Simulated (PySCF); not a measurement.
Molecule: 4-chloropyridine N-oxide, C5H4ClNO.

Bonds (- single, = double, # triple, : aromatic): O1-N2, N2:C3, C3:C4, C4:C5, C5-Cl6, C5:C7, C7:C8, C8:N2. C3 carries H9; C4 carries H10; C7 carries H11; C8 carries H12. Formal charges: O1 -1, N2 +1.

Frames of a GFN2-xTB Langevin trajectory at 300 K; GIAO PBE0/pcSseg-1 shieldings in PySCF, gas phase, non-relativistic; equivalent atoms averaged within each frame.

Referencing at the same level of theory: H2O for 17O (σref 336.08); NH3 for 15N (σref 267.73); 13C (σref 186.93), 1H (σref 31.72) against TMS; 35Cl (σref 949.78) vs HCl. The references are static minima.

How do the shifts (ppm) fluctuate along the trajectory?

## Answers


```tsv
time (fs)	O1	N2	C3/C8	C5	C4/C7	Cl6	H9/H12	H10/H11
optimised geometry	477.6	335.5	144.9	135.9	133.6	232	8.22	7.27
250	419.5	314.3	143.0	137.0	133.7	223	7.94	7.01
425	479.7	335.6	143.7	138.2	139.0	239	8.64	7.27
625	471.7	330.4	139.6	141.0	134.0	250	7.76	7.72
800	488.3	328.6	142.7	143.8	134.5	249	8.16	7.17
1000	441.6	329.2	144.3	138.7	132.1	255	8.07	7.32
mean of frames	460.2	327.6	142.7	139.8	134.7	243	8.11	7.30
standard deviation	28.7	8.0	1.8	2.7	2.6	13	0.33	0.26
```

5 frames give an uncertainty of the mean of about the standard deviation over 2.2 at best, since frames this close in time may not be independent; classical motion lacks zero-point vibration, and the reference would need the same averaging.
